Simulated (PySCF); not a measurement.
Species: 1,1,1-trifluoro-2,3-epoxypropane, C₃H₃F₃O.
SMILES with atom numbers: `[F:1][C:2]([F:3])([F:4])[C@@H:5]1[CH2:6][O:7]1` (hydrogens: H8 on C5; H9, H10 on C6)

A GFN2-xTB structure was refined with PySCF 2.14.0, PBE0-D3(BJ)/def2-SVP geometry optimisation, gas phase. Its GFN2-xTB values:

```csv
coordinate,GFN2-xTB
F1–C2,1.322 Å
C2–C5,1.523 Å
C5–C6,1.471 Å
C5–O7,1.396 Å
C5–H8,1.074 Å
C6–O7,1.386 Å
C6–H9,1.104 Å
C6–H10,1.086 Å
F1–C2–F3,108.8°
F1–C2–C5,112.4°
C2–C5–C6,119.3°
C2–C5–O7,117.2°
F4–C2–C5,109.2°
C5–C6–O7,58.4°
C5–O7–C6,63.9°
C6–C5–O7,57.7°
F1–C2–C5–C6,30°
C2–C5–C6–O7,-105°
C2–C5–O7–C6,109°
```

How do these coordinates change at the PBE0-D3(BJ)/def2-SVP level?

| coordinate | PBE0-D3(BJ)/def2-SVP (Å or °) | change |
| --- | --- | --- |
| C6–O7 | 1.412 | +0.026 |
| C5–H8 | 1.098 | +0.024 |
| C2–C5 | 1.506 | -0.017 |
| C5–C6 | 1.461 | -0.010 |
| C6–H10 | 1.096 | +0.010 |
| F1–C2 | 1.331 | +0.009 |
| C6–H9 | 1.096 | -0.008 |
| C5–O7 | 1.398 | +0.002 |
| C2–C5–C6 | 120.9 | +1.6 |
| C2–C5–O7 | 115.7 | -1.5 |
| C6–C5–O7 | 59.1 | +1.4 |
| C5–O7–C6 | 62.6 | -1.3 |
| F1–C2–F3 | 107.9 | -0.9 |
| F4–C2–C5 | 109.9 | +0.7 |
| F1–C2–C5 | 112.1 | -0.3 |
| C5–C6–O7 | 58.2 | -0.2 |
| F1–C2–C5–C6 | 22 | -8 |
| C2–C5–O7–C6 | 112 | +3 |
| C2–C5–C6–O7 | -103 | +2 |

The energy falls by 5.3 kJ/mol over 11 energy and gradient evaluations, the largest force component goes from 0.0192 to 4.2e-04 Eh/bohr, and the atoms move by 0.089 Å rms after alignment. The bond that changes most is C6–O7 (sp3 carbon bound to oxygen to epoxide oxygen), which lengthens by 0.026 Å. Bonds longer at the end by more than 0.005 Å: 5 of 10; shorter: 4. Among the dihedrals that turn most is F4–C2–C5–O7, from -155° to -166°. Rotational constants go from 4672, 2162, 2047 to 4643, 2188, 2077 MHz.

The run used 113 basis functions and 71 SCF cycles in all.

No PBE0-D3(BJ)/def2-SVP frequencies stand behind this structure, so it isn't proved a minimum.
